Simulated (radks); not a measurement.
Results of a calculation; reference values are marked as such.
All-electron atom: Kr+ in [Ar] 3d9 4s2 4p5 5p1 (not the ground configuration). Code: a radial shooting solver on a logarithmic mesh with Libxc functionals. Model: scalar-relativistic Kohn-Sham, r2SCAN, spin-polarised, spherical densities, finite nucleus; open shells are filled with parallel spins first; meta-GGA in the generalised Kohn-Sham scheme; Fermi nuclear charge, rms radius 4.1884 fm.

X-ray form factor f0, the Fourier transform of the density (f0(0) = 35):

| sin(theta)/lambda (1/angstrom) | f0 (electrons) |
|---|---|
| 0.05 | 34.092 |
| 0.1 | 32.223 |
| 0.15 | 30.217 |
| 0.2 | 28.135 |
| 0.25 | 26.062 |
| 0.3 | 24.147 |
| 0.4 | 20.983 |
| 0.5 | 18.491 |
| 0.6 | 16.336 |
| 0.8 | 12.613 |
| 1 | 9.794 |
| 1.25 | 7.592 |
| 1.5 | 6.387 |
| 2 | 5.072 |
